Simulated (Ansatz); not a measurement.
Correlation energies of CH₂ClFO₂Si, SMILES `O[Si@]1(Cl)O[C@@H]1F` by basis set

```csv
atom,x (Å),y (Å),z (Å)
O1,0.059,-0.871,-1.702
Si2,-0.013,0.331,-0.626
Cl3,-0.416,2.015,-1.647
O4,1.091,0.403,0.592
C5,-0.228,0.124,1.152
F6,-0.283,-1.122,1.696
H7,0.315,-1.735,-1.367
H8,-0.526,0.854,1.901
```

Total charge 0; spin multiplicity 1. All single points use the PBE0-D4/def2-TZVP geometry. It is one conformer, not always the lowest. Frozen core, restricted reference, Ansatz 0.2.0. CBS rows extrapolate triple and quadruple zeta; past MP2 they add the triple-zeta difference.

| basis | HF (Eh) | MP2 corr. | CCSD corr. | (T) | CCSD(T) total |
| --- | --- | --- | --- | --- | --- |
| def2-SVP | -1036.22936 | -0.90228 | -0.93214 | -0.02333 | -1037.18483 |
| def2-TZVPP | -1036.87044 | -1.17792 | -1.20127 | -0.04766 | -1038.11937 |
| def2-QZVPP | -1036.90590 | -1.28049 | – | – | – |
| CBS(def2) | -1036.91078 | -1.35646 | -1.37981 | as TZ | -1038.33825 |
